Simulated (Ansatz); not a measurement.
Two members of one family (AlN nanocrystals, H-capped) that differ in charge, which shifts all levels, computed with Ansatz in the gas phase. Levels of anions in sets without diffuse functions are rough. A dash marks a value that wasn't run or was left out as unsound. The structures are stationary points that may keep the symmetry of their start. Remarks come from the PBE and PBE0 runs and from stability tests at other levels; not every state was tested. HOMO above LUMO (over both spins in singlets and doublets, within one spin in higher multiplets; at PBE or PBE0), or a gap under 0.15 eV within one spin, warns that the state may not be the lowest or that an electron is smeared out.

First: Al9N8H24⁻, cut from zinc blende (singlet, charge -1, PBE-D4/def2-SVP geometry).

```xyz
41

N     3.272    1.521   -0.208
N     1.243   -2.257    0.037
N    -2.319    1.365    1.691
N    -1.707   -1.480    0.834
N     0.574    0.572    0.980
N     1.303   -0.015   -1.988
N    -1.625    0.753   -1.176
N    -0.907   -2.132   -2.072
Al    2.420    0.794    1.446
Al   -0.453    1.738    2.193
Al    0.131   -1.225    1.349
Al    3.203    0.365   -1.787
Al    1.021   -1.875   -1.834
Al   -2.880   -0.447    2.080
Al   -2.793    1.952   -0.093
Al   -2.168   -1.053   -0.956
Al    0.229    1.127   -0.797
H     2.846    2.440   -0.420
H     4.254    1.725    0.034
H     1.190   -3.261    0.260
H     2.200   -1.977    0.339
H    -2.868    1.963    2.334
H    -1.980   -2.454    1.051
H     1.077    0.310   -2.943
H    -1.825    1.063   -2.142
H    -1.158   -3.126   -1.948
H    -1.149   -1.957   -3.061
H     3.114   -0.684    1.571
H     2.740    1.849    2.621
H    -0.224    1.242    3.719
H    -0.105    3.285    1.852
H     0.464   -1.907    2.762
H     3.927   -1.030   -1.380
H     3.760    1.149   -3.089
H     1.772   -2.866   -2.854
H    -2.529   -0.910    3.590
H    -4.405   -0.736    1.603
H    -4.323    1.573   -0.478
H    -2.366    3.482   -0.399
H    -3.602   -1.507   -1.520
H     0.648    2.631   -1.204
```

| level | HOMO (eV) | LUMO (eV) | gap (eV) | vertical IE (eV) |
| --- | --- | --- | --- | --- |
| PBE-D4/def2-SVP | -2.51 | 1.71 | 4.22 | – |
| PBE-D4/def2-TZVP | -2.65 | 1.18 | 3.83 | 4.69 |
| r2SCAN-D4/def2-TZVP | -2.95 | 1.69 | 4.63 | – |
| PBE0-D4/def2-SVP | -3.75 | 2.53 | 6.28 | – |
| PBE0-D4/def2-TZVP | -3.85 | 1.93 | 5.78 | 5.34 |

Remarks: gap within one spin near zero at PBE or PBE0 (neutral doublet).

Second: Al9N9H26, cut from wurtzite (singlet, charge 0, PBE-D4/def2-SVP geometry).

```
atom    x (Å)    y (Å)    z (Å)
  N1  -0.0205   0.5955   3.1793
 Al2   1.4546   0.3301   1.9393
  N3   1.6899  -1.6511   2.0878
 Al4   0.4589   2.4316   0.0383
  N5   0.7936   0.4993   0.1731
 Al6   2.1747   0.2421  -1.0966
 Al7   1.5300  -2.6483   0.4397
  N8   2.4257  -1.7411  -1.0144
  N9   1.4157   0.4188  -2.8786
Al10  -1.6056  -0.5510   2.9272
Al11  -2.5647   1.8722   1.0380
 N12  -1.4168   2.5120  -0.4088
 N13  -2.0968  -0.0548   1.1251
Al14  -0.7877  -0.4478  -0.1737
 N15  -0.3349  -2.3647  -0.0101
Al16  -1.8014   1.7779  -2.1787
 N17  -1.3699  -0.1448  -1.9409
Al18  -0.1282  -0.7336  -3.3004
 H19   0.3088   0.5449   4.1567
 H20  -0.3792   1.5676   3.0718
 H21   2.8596   0.9591   2.3604
 H22   2.5497  -1.8799   2.6104
 H23   0.9004  -1.9946   2.6783
 H24   0.7985   2.9795   1.5273
 H25   1.4379   2.9027  -1.1674
 H26   3.6275   0.8661  -0.8777
 H27   1.9759  -4.1748   0.5894
 H28   3.4252  -1.9874  -1.0813
 H29   1.9795  -2.1260  -1.8769
 H30   1.0571   1.3900  -2.9965
 H31   2.1472   0.3208  -3.5995
 H32  -2.7395  -0.2976   4.0260
 H33  -0.9685  -2.0708   2.8936
 H34  -2.0179   2.5013   2.4355
 H35  -4.1258   2.0021   0.6851
 H36  -1.6522   3.5185  -0.4938
 H37  -2.9795  -0.5417   0.8972
 H38  -0.9331  -2.7958   0.7151
 H39  -0.5502  -2.8419  -0.9021
 H40  -0.6791   2.3365  -3.2156
 H41  -3.3534   1.9066  -2.5708
 H42  -2.2674  -0.6299  -2.1069
 H43   0.4062  -2.2404  -2.8996
 H44  -0.6445  -0.5573  -4.8038
```

Task: Estimate the same table for the second.

Result: 
```tsv
level	HOMO (eV)	LUMO (eV)	gap (eV)	vertical IE (eV)
PBE-D4/def2-SVP	-5.97	-1.13	4.84	–
PBE-D4/def2-TZVP	-6.05	-1.47	4.58	8.01
r2SCAN-D4/def2-TZVP	-6.35	-1.06	5.30	–
PBE0-D4/def2-SVP	-7.20	-0.33	6.87	–
PBE0-D4/def2-TZVP	-7.26	-0.71	6.55	8.69
```

Remarks: gap within one spin near zero at PBE or PBE0 (+1 doublet).
